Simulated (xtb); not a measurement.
Al(OH)(OMe)(SH) (CH5AlO2S), SMILES C[O][Al]([OH])[SH]. All values are semi-empirical tight-binding results from xtb (GFN2-xTB unless named), good for trends rather than for accurate numbers. Coordinates come from a GFN2-xTB optimisation. The structure was generated by enumeration; whether it is a known compound was not checked. The values are those of a single conformer.

Optimised geometry:

Bonded distances (Å): Al1–O2 1.645, Al1–O4 1.644, Al1–S9 2.191, O2–H3 0.946, O4–C5 1.397, C5–H6 1.093, C5–H7 1.093, C5–H8 1.092, S9–H10 1.325. Bond angles (°): O2–Al1–O4 128.5, O2–Al1–S9 114.1, O4–Al1–S9 117.4, Al1–O2–H3 163.1, Al1–O4–C5 177.9, O4–C5–H6 109.8, O4–C5–H7 109.9, O4–C5–H8 110.0, H6–C5–H7 109.0, H6–C5–H8 109.0, H7–C5–H8 109.1, Al1–S9–H10 92.4.

A frequency run showed that this geometry is not a minimum.

For metal compounds this method's bond lengths and energies can be far off.

```json
{
 "orbital_gap": "3.49 eV"
}
```

Computed atomic charges and the Wiberg bond orders between heavy atoms:
charges (e) Al1 0.42, O2 -0.47, H3 0.31, O4 -0.35, C5 0.05, H6 0.04, H7 0.04, H8 0.05, S9 -0.27, H10 0.18. Bond orders Al1–O2 1.34, Al1–O4 1.32, O4–C5 0.97, Al1–S9 1.18.
